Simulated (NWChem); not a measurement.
System: BNH₃, doublet; SMILES [BH]N

Results from NWChem. Pople sets run with spherical d functions. Spin-unrestricted. In the optimisation the excess spin sits in a' (Cs, its own frame). No stability test was run on the SCF state. B3LYP is NWChem's, with the RPA form of VWN correlation. Each level has its own optimisation; frequencies are unscaled.

```csv
level,r B–N (Å),r B–H (Å),highest harmonic frequency (cm⁻¹),lowest (cm⁻¹),zero-point energy (kcal/mol),dipole (D)
BP86/def2-TZVP,1.382,1.201,3519,594,22.2,2.37
BLYP/def2-SVP,1.386,1.213,3501,580,21.9,2.56
B3LYP/6-31G*,1.384,1.197,___,___,___,___
"LDA (Slater exchange, VWN5)/def2-SVP",1.372,1.220,3531,612,22.0,2.72
PBE-D3(BJ)/def2-SVP,1.384,1.216,3543,584,22.1,2.60
```

Problem. Some entries are withheld; supply them.

Solution. 
- B3LYP/6-31G*, highest harmonic frequency (cm⁻¹): 3620
- B3LYP/6-31G*, lowest (cm⁻¹): 573
- B3LYP/6-31G*, zero-point energy (kcal/mol): 22.8
- B3LYP/6-31G*, dipole (D): 2.28
